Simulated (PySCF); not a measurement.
Run record for `c1c(CN)cns1`: B3LYP/cc-pVDZ, TDA, 25 singlets.

Method: TDA B3LYP/cc-pVDZ, vertical, gas phase, core orbitals frozen in the response (PySCF 2.14.0, density-fitted response routines). Geometry: GFN2-xTB. The input is one job of a driver script: a line of settings, then coordinates in Å.

Command:
```bash
OMP_NUM_THREADS=1 python probes_run.py task.json out
```

Input:
```
{"job": {"kind": "uv", "xc": "B3LYP", "basis": "cc-pVDZ", "nstates": 25, "ntriplets": 5, "tda": true}, "charge": 0, "multiplicity": 1}
N     -1.682877    -0.027752    -0.969536
C     -1.033870    -0.489223     0.249064
C      0.398373    -0.055149     0.251406
C      1.273253    -0.181510    -0.854559
N      2.488345     0.257112    -0.681969
S      2.686208     0.857670     0.822375
C      1.069250     0.531284     1.287612
H     -2.649203    -0.332718    -0.994205
H     -1.671664     0.985772    -1.014541
H     -1.076388    -1.584874     0.245859
H     -1.518010    -0.134764     1.176053
H      0.995388    -0.602481    -1.804113
H      0.716806     0.777118     2.268829
```

Output:
```
coarse grid: 11816 points
cycle   1  E = -663.6559756168  dE =  1.257e+00  |g| = 4.621e-01  |ddm| = 7.230e+00
cycle   2  E = -663.5932055624  dE =  6.277e-02  |g| = 6.864e-01  |ddm| = 1.908e+00
cycle   3  E = -663.7051389159  dE = -1.119e-01  |g| = 1.307e-01  |ddm| = 1.161e+00
cycle   4  E = -663.7088792042  dE = -3.740e-03  |g| = 5.709e-02  |ddm| = 2.607e-01
cycle   5  E = -663.7096751503  dE = -7.959e-04  |g| = 1.435e-02  |ddm| = 9.584e-02
cycle   6  E = -663.7097163360  dE = -4.119e-05  |g| = 8.613e-03  |ddm| = 3.483e-02
cycle   7  E = -663.7097347086  dE = -1.837e-05  |g| = 1.153e-03  |ddm| = 1.283e-02
cycle   8  E = -663.7097350248  dE = -3.162e-07  |g| = 3.329e-04  |ddm| = 2.547e-03
final grid: 110800 points
cycle   9  E = -663.7318687025  dE = -2.170e-05  |g| = 5.203e-03  |ddm| = 4.512e-02
cycle  10  E = -663.7318623298  dE =  6.373e-06  |g| = 7.126e-03  |ddm| = 2.160e-02
cycle  11  E = -663.7318752584  dE = -1.293e-05  |g| = 1.344e-03  |ddm| = 1.310e-02
cycle  12  E = -663.7318757847  dE = -5.263e-07  |g| = 2.771e-04  |ddm| = 2.659e-03
cycle  13  E = -663.7318758004  dE = -1.568e-08  |g| = 1.060e-04  |ddm| = 5.091e-04
cycle  14  E = -663.7318758024  dE = -2.010e-09  |g| = 4.364e-05  |ddm| = 1.916e-04
cycle  15  E = -663.7318758028  dE = -3.872e-10  |g| = 1.934e-05  |ddm| = 8.355e-05
converged SCF energy = -663.7318758028

Static polarisability (au): isotropic 65.864, principal 40.220 66.111 91.261

Singlet excitations
state   eV       nm        f      main configurations
  1   5.0664    244.7   0.02183   H->L 0.88, H-1->L 0.09
  2   5.6921    217.8   0.01252   H-3->L 0.92
  3   6.0195    206.0   0.11312   H-1->L 0.74
  4   6.3932    193.9   0.00533   H->L+1 0.59, H-1->L+1 0.35
  5   6.5004    190.7   0.01079   H->L+2 0.86
  6   6.6108    187.5   0.04673   H-2->L 0.81
  7   6.8440    181.2   0.00324   H-2->L+1 0.69, H->L+1 0.13, H-1->L+1 0.09
  8   6.9086    179.5   0.00259   H-1->L+1 0.47, H-2->L+1 0.24, H->L+1 0.19
  9   7.2130    171.9   0.02066   H->L+3 0.82
 10   7.3378    169.0   0.00592   H-3->L+1 0.73, H-1->L+2 0.12
 11   7.4490    166.4   0.08061   H-1->L+2 0.65, H-1->L+3 0.10, H-3->L+1 0.08
 12   7.5565    164.1   0.00593   H-4->L 0.47, H-3->L+2 0.38
 13   7.6491    162.1   0.00719   H-4->L 0.48, H-3->L+2 0.41
 14   7.8067    158.8   0.04049   H->L+4 0.51, H-1->L+3 0.14
 15   7.8498    157.9   0.07394   H-2->L+2 0.49, H->L+4 0.24, H-2->L+3 0.12
 16   8.0839    153.4   0.05002   H-1->L+3 0.56, H->L+5 0.10
 17   8.2275    150.7   0.05932   H->L+5 0.36, H-2->L+3 0.22, H->L+6 0.11
 18   8.2919    149.5   0.06955   H-2->L+3 0.22, H->L+5 0.18, H-2->L+4 0.10
 19   8.5070    145.7   0.05065   H-1->L+4 0.37, H->L+6 0.34
 20   8.5563    144.9   0.01262   H-3->L+3 0.43, H-1->L+4 0.17, H->L+6 0.13
 21   8.5823    144.5   0.00670   H-3->L+3 0.35, H->L+6 0.23, H-1->L+4 0.18
 22   8.7238    142.1   0.00779   H-5->L 0.72
 23   8.7423    141.8   0.06983   H-2->L+4 0.62, H-2->L+3 0.14
 24   8.8426    140.2   0.00549   H->L+7 0.63, H-1->L+5 0.16
 25   8.9306    138.8   0.01123   H-1->L+6 0.37, H-1->L+5 0.23, H-2->L+6 0.17

Triplet excitations (Tamm-Dancoff, eV): 4.1855 4.3577 4.7860 5.2547 5.9721
```

The SCF starts on a coarse grid where the log names one; the energy can jump when the final grid takes over, and dE then counts from the start density on the new grid. H and L stand for HOMO and LUMO; the number after each pair is its weight.

Question: Give the mean polarisability as a volume in Å³, and the ratio of the largest to the smallest principal value.

Answer: 65.864 au × 0.148185 = 9.76 Å³; 91.261/40.220 = 2.27.

Question: Give S1 in cm⁻¹ and kJ/mol.

Answer: 5.0664 eV × 8065.54 = 40863 cm⁻¹; × 96.485 = 488.8 kJ/mol.

In short: SCF converged in 15 cycles with 132 basis and 752 fitting functions; HOMO -6.51 eV, LUMO -0.66 eV; lowest singlet 5.07 eV; lowest triplet 4.19 eV (Tamm–Dancoff); mean polarisability 65.9 au.

The run took 14 s on an Arm Neoverse V2 with one thread, no GPU, shared host with 32 logical CPUs at a one-minute load of 21, and the process peaked at 0.65 GiB of memory.

Shape of the structure used: `[NH2:1][CH2:2][c:3]1[cH:4][n:5][s:6][cH:7]1`: N1–C2–C3–C4 -46°, H–N1–C2–C3 179°, H–N1–C2–C3 -62°.

One conformer stands for the species.
